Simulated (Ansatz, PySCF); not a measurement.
Nb(S)(OH)(NH2)2 (H5N2NbOS), SMILES [NH2][Nb]([OH])([NH2])=[S], multiplicity 1.

Coordinates come from a B3LYP-D3(BJ)/def2-SVP optimisation. The multiplicity is an assumed one; no other spin state was optimised. The structure was generated by enumeration; whether it is a known compound was not checked. The def2 effective core potentials stand for the cores of Nb; spin–orbit coupling is left out. Other conformers were not sampled.

Vertical ionisation energy (IE) and electron affinity (EA) in eV. Rows of orbital energies are one-electron estimates. Where ΔSCF, EOM or ADC give a negative EA the extra electron is unbound and the value depends on the basis.

```tsv
level	IE	EA
−ε(HOMO), −ε(LUMO), PBE0/def2-TZVP (PySCF)	7.37	1.53
−ε(HOMO), −ε(LUMO), PBE/def2-TZVP (PySCF)	5.99	2.28
ΔSCF, CAM-B3LYP/def2-SVPD (Ansatz), final states of multiplicity 2 and 2	9.41	0.10
ΔSCF, PBE/def2-SVPD (Ansatz), final states of multiplicity 2 and 2	(withheld)	(withheld)
```

Question: Complete the blanks. (Estimate from the structure and the level; the computed values follow.)

Answer: 
- ΔSCF, PBE/def2-SVPD (Ansatz, an electronic-structure program), final states of multiplicity 2 and 2, IE: 8.85
- ΔSCF, PBE/def2-SVPD (Ansatz), final states of multiplicity 2 and 2, EA: -0.25

Question: What vertical singlet–triplet gap does ΔSCF give with CAM-B3LYP/def2-SVPD (Ansatz) and with PBE/def2-SVPD (Ansatz)? (An estimate is asked for; the answer gives what the named calculation found.)

Answer: 3.36 and 3.64 eV (triplet above singlet where positive).
